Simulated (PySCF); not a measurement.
A GIAO shielding run with PySCF 2.14.0 with density-fitted response routines (density fitting, non-relativistic, gas phase) on `C#C[SiH2]N=C`, C$_{3}$H$_{5}$NSi:

```
$ OMP_NUM_THREADS=1 python probes_run.py task.json out

{"job": {"kind": "nmr", "xc": "LC-wPBE", "basis": "pcSseg-2", "pop": false}, "charge": 0, "multiplicity": 1}
C      2.215474    -0.971579    -0.088157
C      1.408537    -0.059725    -0.112485
Si     0.100404     1.236143    -0.136811
N     -1.499078     0.552933     0.065513
C     -1.765718    -0.671346     0.214667
H      2.938087    -1.768936    -0.066915
H      0.336117     2.196269     0.975057
H      0.136450     1.947575    -1.442758
H     -1.005420    -1.481487     0.233587
H     -2.814407    -1.001104     0.337094
```

Hardware: 1 thread of an Arm Neoverse V1, shared host.

(1) How large is the calculation?

(2) How long does it take, and how much memory does it need?

(3) And these other runs on the same molecule and hardware: GIAO shielding at B3LYP/pcSseg-2; GIAO shielding at B97-D/pcSseg-2; GIAO shielding at BLYP/pcSseg-2; GIAO shielding at BP86/pcSseg-2; GIAO shielding at HF/pcSseg-2; GIAO shielding at KT2/pcSseg-2?

Results:

(1) 44 electrons, 257 basis functions and 707 auxiliary functions.

(2) 41 s of wall time, with 13 SCF cycles and 7 response iterations; peak memory 0.99 GiB. Times on a shared host scatter by some tens of per cent.

(3) B3LYP/pcSseg-2: 257 functions, 24 s; B97-D/pcSseg-2: 257 functions, 35 s; BLYP/pcSseg-2: 257 functions, 34 s; BP86/pcSseg-2: 257 functions, 33 s; HF/pcSseg-2: 257 functions, 14 s; KT2/pcSseg-2: 257 functions, 36 s.
